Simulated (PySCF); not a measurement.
How do the members of this family differ from one of them?

PySCF, CAM-B3LYP/def2-SVPD, density fitting, gas phase; each molecule at its own PBE0-D3(BJ)/def2-SVP geometry, one conformer. Singlet excitations by full TDDFT with frozen cores and triplets by Tamm–Dancoff TDDFT. 

Reference: `[H][Ge]([H])([NH]CC)[NH]CC`, with HOMO energy -7.91 eV, LUMO energy 1.29 eV, lowest singlet excitation 6.10 eV, lowest triplet excitation 5.81 eV, mean polarisability 98.5 au and dipole moment 0.14 D.

Changes against it:

| molecule | Δ HOMO energy (eV) | Δ LUMO energy (eV) | Δ lowest singlet excitation (eV) | Δ lowest triplet excitation (eV) | Δ mean polarisability (au) | Δ dipole moment (D) |
| --- | --- | --- | --- | --- | --- | --- |
| [H][Ge]([H])([NH]C(C)(C)C)[NH]C(C)(C)C | +0.05 | -0.22 | +0.01 | +0.06 | +46.5 | -0.07 |
| [H][Ge]([H])([O]C(C)C)[O]C(C)C | -1.38 | -0.13 | +1.32 | +1.21 | +12.6 | +0.08 |
| [H][Ge]([H])([Si](C)(C)C)[Si](C)(C)C | -0.15 | -0.33 | +0.39 | +0.17 | +65.5 | +0.92 |

Rows whose labels were lost:

```json
{"row": "P", "Δ HOMO energy (eV)": "-1.86", "Δ LUMO energy (eV)": "-0.57", "Δ lowest singlet excitation (eV)": "-0.06", "Δ lowest triplet excitation (eV)": "-0.24", "Δ mean polarisability (au)": "-9.8", "Δ dipole moment (D)": "+2.56"}
{"row": "Q", "Δ HOMO energy (eV)": "-1.16", "Δ LUMO energy (eV)": "-0.14", "Δ lowest singlet excitation (eV)": "+1.31", "Δ lowest triplet excitation (eV)": "+1.46", "Δ mean polarisability (au)": "+33.5", "Δ dipole moment (D)": "+0.57"}
```

Question: Which row belongs to which of `[H][Ge]([H])([O]C(C)=O)[O]C(C)=O` and `[H][Ge]([H])([CH2]CCC)[CH2]CCC`?

Answer: P = `[H][Ge]([H])([O]C(C)=O)[O]C(C)=O` and Q = `[H][Ge]([H])([CH2]CCC)[CH2]CCC`. P and Q are told apart most clearly by the mean polarisability (-9.8 against +33.5 au); Q comes close to the labelled row of `[H][Ge]([H])([O]C(C)C)[O]C(C)C` in every column.
